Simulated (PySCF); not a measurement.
## Correlation energy of Se (selenium, neutral)

[Ar] 3d10 4s2 4p4, high-spin 3P determinant. All numbers are calculated (PySCF 2.14, scalar relativity by spin-free X2C-1e, in cc-pVDZ-DK). Frozen: [Ar] 3d10; 6 electrons correlated.

MP2 pair energies summed by pair of shells (mhartree):

```csv
pair,energy,share (%)
4p-4p,-33.23,46.8
4s-4p,-31.46,44.3
4s-4s,-6.34,8.9
```

Total MP2 correlation energy: -71.03 mhartree.

Same-spin part -17.68 and opposite-spin part -53.35 mhartree; SCS-MP2 scales them by 1/3 and 6/5 to -69.92 mhartree.

| level | correlation energy (mhartree) |
| --- | --- |
| CCSD | -86.43 |
| (T) | -0.83 |
| CCSD(T) | -87.26 |

Diagnostics: T1 = 0.0061, D1 = 0.0199, largest double amplitude 0.051.

Q: Is a single reference adequate?

A: Yes, within this model without spin-orbit coupling: T1 lies below 0.03 and no double amplitude reaches 0.07.
